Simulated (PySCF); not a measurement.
Se(F)(SMe) (CH3FSSe), SMILES CS[Se]F. Heavy atoms are numbered as in [Se:1]([F:2])[S:3][CH3:4]. Hydrogens are named by the atom that carries them.

Coordinates come from a PBE-D3(BJ)/def2-SVP optimisation. One conformer was computed; it need not be the lowest.

The numbers are results of PySCF with KT2/pcSseg-1, not measurements.

GIAO shieldings, no solvent; atoms alike by connectivity are averaged. δ = σ(ref) − σ: ⁷⁷Se against Me2Se (σ = 1692.1 ppm); ¹⁹F against CFCl3 (σ = 127.1 ppm); ³³S against H2S (σ = 723.0 ppm); ¹³C against TMS (σ = 185.1 ppm); ¹H against TMS (σ = 31.47 ppm), references at their B3LYP-D3(BJ)/def2-TZVP geometries, non-relativistic.

```json
[
 {"nucleus": "⁷⁷Se", "atoms": "Se1", "count": "1", "δ (ppm)": "2128.9"},
 {"nucleus": "¹⁹F", "atoms": "F2", "count": "1", "δ (ppm)": "-329.7"},
 {"nucleus": "³³S", "atoms": "S3", "count": "1", "δ (ppm)": "440.7"},
 {"nucleus": "¹³C", "atoms": "C4 (CH3)", "count": "1", "δ (ppm)": "36.2"},
 {"nucleus": "¹H", "atoms": "H on C4", "count": "3", "δ (ppm)": "3.24"}
]
```
